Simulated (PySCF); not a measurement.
# Working with the constants of SrZn⁺

r²SCAN constants of SrZn⁺, ²Σ⁺ (doublet), unpaired electrons σ ↑ (Sr def2-SVP with ECP28, Zn def2-SVP; scalar-relativistic core potentials (PySCF 2.14); masses 87.9056 and 63.9291 u):

| Property | Result |
| --- | --- |
| ωe | 99.7 cm⁻¹ |
| ωexe | 0.555 cm⁻¹ |
| Be | 0.040361 cm⁻¹ |
| αe | 0.000246 cm⁻¹ |
| De to Sr⁺ + Zn | 0.53 eV |

(1) What force constant and bond length do these constants imply?

(2) Estimate the centrifugal constant D from the Kratzer relation and find the Dunham coefficient a1.

Spin–orbit coupling is left out. For an ion De counts to the pair picked by the measured ionisation energies or electron affinities, which need not be the lowest pair at this level. The state is the lowest determinant that a PBE0 search found; another state may lie lower at other levels.

Answers

(1) Reduced mass μred = 37.012 u; k = 5.8918×10⁻⁷·μred·ωe² (u, cm⁻¹, mdyn/Å) = 0.217 mdyn/Å; Re = √(16.8576/(μred·Be)) (u, cm⁻¹, Å) = 3.359 Å.

(2) D = 4Be³/ωe² = 2.65e-08 cm⁻¹; a1 = −1 − αeωe/(6Be²) = -3.51.
